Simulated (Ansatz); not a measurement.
C₄H₅, SMILES [CH2]C#CC, multiplicity 2.

Geometry optimised at ωB97X-D3(BJ)/def2-SVP.

Two levels are set side by side: PBE/def2-SVPD (Ansatz, a quantum-chemistry and plane-wave program) and PBE0/def2-SVPD (Ansatz). Energy differences of separate SCF runs at the same geometry; the states with an electron removed or added have multiplicity 1 and 1. Differences are taken from unrounded values.

```tsv
quantity	PBE0	PBE	PBE minus PBE0
vertical ionisation energy (eV)	8.04	7.86	-0.19
```
